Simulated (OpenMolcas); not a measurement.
## Rh III: effect of the active space

```yaml
Program: OpenMolcas 26.06
Method: CASSCF
Basis: ANO-R1
Scalar_Hamiltonian: X2C, finite nucleus
Spin-orbit_coupling: RASSI with atomic mean-field integrals over the reference wave functions, term energies averaged over their components
```

A. 7 electrons in 5 orbitals (4d); 2S+1 = 4 even, 10 roots; 2S+1 = 2 even, 40 roots; cost about 17 core-seconds
B. 7 electrons in 6 orbitals (4d 5s); 2S+1 = 4 even, 50 roots; 2S+1 = 6 even, 5 roots kept (CI in the orbitals of an earlier block); 2S+1 = 2 even, 110 roots kept (CI in the orbitals of an earlier block); cost roughly 2.6 core-minutes

Energies in cm⁻¹ above 4d⁷ ⁴F_9/2, the measured ground level; measured values from the list in Shadmi, J. Res. Natl. Bur. Stand. 70A, 435 (1966).

```json
{"Level": "4d⁷ ⁴F_9/2", "A": "0.0", "B": "0.0", "Measured": "0.0"}
{"Level": "4d⁷ ⁴F_7/2", "A": "2154", "B": "2285", "Measured": "2148"}
{"Level": "4d⁷ ⁴F_5/2", "A": "3562", "B": "3764", "Measured": "3486"}
{"Level": "4d⁷ ⁴F_3/2", "A": "4465", "B": "4706", "Measured": "4322"}
{"Level": "4d⁷ ⁴P_5/2", "A": "14751", "B": "14673", "Measured": "11062"}
{"Level": "4d⁷ ⁴P_3/2", "A": "14772", "B": "14745", "Measured": "10997"}
{"Level": "4d⁷ ²G_9/2", "A": "15221", "B": "15587", "Measured": ""}
{"Level": "4d⁷ ⁴P_1/2", "A": "16225", "B": "16266", "Measured": ""}
{"Level": "4d⁷ ²G_7/2", "A": "17365", "B": "17828", "Measured": ""}
{"Level": "4d⁷ ²P_3/2 [53 %]", "A": "20047", "B": "20342", "Measured": ""}
{"Level": "4d⁷ ²H_11/2", "A": "20209", "B": "20936", "Measured": ""}
{"Level": "4d⁷ ²D_5/2(1)", "A": "22103", "B": "22331", "Measured": ""}
{"Level": "4d⁷ ²P_1/2", "A": "22212", "B": "22790", "Measured": ""}
{"Level": "4d⁷ ²H_9/2", "A": "22333", "B": "23181", "Measured": ""}
{"Level": "4d⁷ ²D_3/2(1) [68 %]", "A": "25718", "B": "26192", "Measured": ""}
{"Level": "4d⁷ ²F_5/2", "A": "33604", "B": "34045", "Measured": ""}
{"Level": "4d⁷ ²F_7/2", "A": "34633", "B": "35129", "Measured": ""}
{"Level": "4d⁷ ²D_3/2(2)", "A": "52353", "B": "53370", "Measured": ""}
{"Level": "4d⁷ ²D_5/2(2)", "A": "53397", "B": "54390", "Measured": ""}
```

Deviations, from unrounded energies. A percentage is the sum of absolute deviations over the sum of measured energies, with the sign that they share, or ± where signs differ.

| Against measurement | Levels | A | B |
| --- | --- | --- | --- |
| mean absolute deviation (cm-1) | 5 | 1500 | 1600 |
| fine structure of the ground term (%) | 3 | +2.3 | +8.0 |
| other terms of the ground configuration (%) | 2 | +33.8 | +33.4 |

A lies closest to measurement on these levels. The largest miss of A in the table is 4d⁷ ⁴P_3/2, by +3800 cm-1. The ranking rests on the paired levels alone, and a cruder setting can come out closer through cancelling errors.

Between A and B the level of the table that moves most is 4d⁷ ²D_3/2(2), by 1000 cm-1 (lowest in A, highest in B).

Without dynamic correlation excited terms often stand tens of per cent too high (terms of higher spin than the ground term too low), and those without a measured partner can miss by more than the paired ones. Levels of configurations with an s electron are missing; early in the row they begin among the upper levels of the d shell and mix with terms of their name (holds for A). Terms from blocks run as CI alone lack orbitals of their own (holds for B). Measured partners are found by configuration, term and J. A level has none where our copy of the source lacks it or the pairing is in doubt (some pairs that miss far off the trend of their configuration count as doubtful), and it then counts in no deviation. Levels of configurations outside the active space are missing. The table leaves out levels that lie high or whose names do not pair safely across all columns.

A share in square brackets marks a mixed level and gives the weight of the term that names it, the lowest over the columns. A number in round brackets counts repeated terms of one configuration in the order of the reference energies.
